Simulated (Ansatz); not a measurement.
A nudged elastic band was laid between two geometries of BFH2O + ClH (7 atoms, charge 0, multiplicity 1).

Method: Ansatz 0.2.0, RKS PBE-D4/def2-SVP.

```json
{
  "movable images": "7",
  "climbing image": "yes",
  "spring": "5.0 eV/Å²",
  "optimiser": "quadratic models (default)",
  "start path": "through a guess of the saddle point",
  "force threshold": "0.03 eV/Å",
  "iteration limit": "60",
  "end points": "relaxed"
}
```

Image 0:

```xyz
7
Properties=species:S:1:pos:R:3
B -0.148 -0.410 -0.024
O -0.389 0.103 1.215
H -1.115 -0.349 1.691
H 0.719 0.079 -0.708
F -0.872 -1.445 -0.461
Cl 0.691 3.068 1.635
H 0.242 1.838 1.611
```

Image 8:

```xyz
7
Properties=species:S:1:pos:R:3
B 0.080 0.395 0.032
O -0.037 -0.015 1.699
H -0.936 -0.406 1.766
H 1.108 -0.126 -0.351
F -1.104 -0.097 -0.445
Cl 0.128 2.244 0.168
H -0.112 0.888 2.091
```

What changes between the two ends?

Bonds broken: Cl6–H7. Bonds formed: B1–Cl6, O2–H7. BFH2O + ClH becomes BClFH3O.

What energy profile does the band end with?

It converged. The highest image is number 6 of 0 to 8, 15.2 kcal/mol above the first end and 11.4 kcal/mol above the last; the last end lies 3.8 kcal/mol above the first. A vibrational analysis at the climbing image gives one clearly imaginary mode, 808i cm⁻¹: a first-order saddle point. The orbitals stay closed-shell, which can raise the energy where a bond breaks towards radicals; this wasn't checked here.

```tsv
image	path coordinate (Å)	energy (kcal/mol)	Cl6–H7 (Å)	B1–Cl6 (Å)	O2–H7 (Å)
0	0.00	0.0	1.31	3.94	1.89
1	0.47	0.1	1.31	3.85	1.90
2	0.93	0.2	1.31	3.68	1.94
3	1.40	0.3	1.31	3.47	2.00
4	1.87	1.0	1.31	3.12	1.98
5	2.34	5.6	1.34	2.66	1.70
6	2.80	15.2	1.54	2.24	1.27
7	3.21	7.1	1.91	1.97	1.03
8	3.62	3.8	2.37	1.85	0.99
```

What is the geometry of the highest image?


```xyz
7
Properties=species:S:1:pos:R:3:forces:R:3
B 0.041 0.096 0.146 0.00 -0.01 0.00
O -0.053 -0.073 1.634 0.00 0.01 0.01
H -0.975 -0.311 1.866 0.00 0.00 0.00
H 1.119 -0.122 -0.352 0.00 0.00 0.00
F -1.101 -0.201 -0.491 0.00 0.01 0.00
Cl 0.089 2.301 0.545 0.00 0.00 0.00
H 0.007 1.194 1.612 0.00 0.00 0.00
```

What are the harmonic wavenumbers there?

808i, 216, 397, 453, 501, 522, 876, 937, 1028, 1114, 1124, 1286, 1506, 2641, 3653 cm⁻¹.

The band took 14 iterations and roughly 3 core-minutes.

Time of the run: 3.1 min on 1 thread of Arm Neoverse V1 (shared host), peak memory 0.15 GiB.
